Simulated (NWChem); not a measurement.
Species: NaOH; SMILES [OH][Na]

```xyz
3

Na    -0.0662    -0.9541     0.0000
O      0.1328     0.9646     0.0000
H      0.2309     1.9106     0.0000
```
Atoms are numbered in this order, from 1.

The geometry was optimised at PBE0-D3(BJ)/def2-TZVP.

List the 4 lowest vertical singlet excitations from PBE/def2-TZVP, TDA (NWChem).


```json
[
 {"state": "S1", "energy (eV)": "1.81", "oscillator strength": "0.014", "leading excitation (squared amplitude)": "HOMO−1 → LUMO (1.00)"},
 {"state": "S2", "energy (eV)": "1.81", "oscillator strength": "0.014", "leading excitation (squared amplitude)": "HOMO → LUMO (1.00)"},
 {"state": "S3", "energy (eV)": "3.80", "oscillator strength": "0.000", "leading excitation (squared amplitude)": "HOMO−1 → LUMO+2 (0.51)"},
 {"state": "S4", "energy (eV)": "3.80", "oscillator strength": "0.000", "leading excitation (squared amplitude)": "HOMO → LUMO+2 (0.50)"}
]
```
